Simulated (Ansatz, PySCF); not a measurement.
Cd(Br)(SiH3) (BrCdH3Si), SMILES [SiH3][Cd][Br]. Atoms are numbered in the order given.

```xyz
6

Cd    -0.3035    -0.0640     0.0497
Br     1.0729     0.6012    -1.8493
Si    -1.7101    -0.7436     1.9906
H     -2.4552    -2.0026     1.6812
H     -2.7030     0.3259     2.3169
H     -0.8579    -0.9820     3.1959
```

The structure is a stationary point at PBE0-D3(BJ)/def2-SVP. The structure was generated by enumeration; whether it is a known compound was not checked. The def2 effective core potentials stand for the cores of Cd; spin–orbit coupling is left out.

Two levels are set side by side: PBE-D3(BJ)/def2-SVP (Ansatz, a program for electronic structure) and PBE0-D3(BJ)/def2-SVP (Ansatz). Each level has its own optimised geometry; the coordinates shown are those of the second. Frequencies come from the Hessian of PySCF at each geometry. Differences are taken from unrounded values.

```tsv
quantity	PBE0-D3(BJ)
mean bond length (Å)	1.883
bond Cd1–Br2 (Å)	2.438
bond Cd1–Si3 (Å)	2.491
bond Si3–H4 (Å)	1.495
bond Si3–H5 (Å)	1.495
bond Si3–H6 (Å)	1.495
highest harmonic wavenumber (cm⁻¹)	2231
mean harmonic wavenumber (cm⁻¹)	917
zero-point energy (kcal/mol)	15.73
```

Question: What does PBE-D3(BJ) give, and how far is it from PBE0-D3(BJ)? (The exact figures need the calculation; the answer reports its results.)

Answer: 
```tsv
quantity	PBE-D3(BJ)	PBE-D3(BJ) minus PBE0-D3(BJ)
mean bond length (Å)	1.893	0.010
bond Cd1–Br2 (Å)	2.454	0.016
bond Cd1–Si3 (Å)	2.496	0.004
bond Si3–H4 (Å)	1.505	0.010
bond Si3–H5 (Å)	1.505	0.010
bond Si3–H6 (Å)	1.505	0.010
highest harmonic wavenumber (cm⁻¹)	2169	-63
mean harmonic wavenumber (cm⁻¹)	888	-29
zero-point energy (kcal/mol)	15.24	-0.49
```

Exact exchange shortens and stiffens bonds; PBE has none. Differences between two approximate levels are no errors against the true value.
